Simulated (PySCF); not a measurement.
These 2 structures share the formula C7H12S. Method: PySCF 2.14.0, PBE0-D3(BJ)/def2-SVP geometry optimisation, gas phase. Energies are electronic, without zero-point or thermal terms, for one conformer each. No frequencies were run at this level. Point groups hold within 0.08 Å.

Question: Order them by energy at this level, lowest first, and give relative energies in kJ/mol.
A. `[CH3:1][S:2][C@H:3]1[CH2:4][CH2:5][C:6]12[CH2:7][CH2:8]2` with C1–S2–C3–C4 84°
B. `[CH3:1][CH2:2][C@H:3]1[CH2:4][CH2:5][CH:6]=[CH:7][S:8]1` with C1–C2–C3–C4 176°, C2–C3–C4–C5 -173°, C3–C4–C5–C6 -53°, C4–C5–C6–C7 17°, C6–C7–S8–C3 9°

Answer: B (0.0), A (124.3).

As drawn, the lower has a C=C bond outside aromatic rings, which the higher lacks; the higher has a three-membered ring, a four-membered ring and a quaternary carbon, which the lower lacks.

```csv
SMILES,E (Eh),E rel (kJ/mol),dipole (D),point group,"A, B, C (MHz)"
CC[C@H]1CCC=CS1,-671.38077,0.0,1.59,C1,"3081, 1290, 968.1"
CS[C@H]1CCC12CC2,-671.33343,124.3,1.46,C1,"2924, 1253, 1001"
```
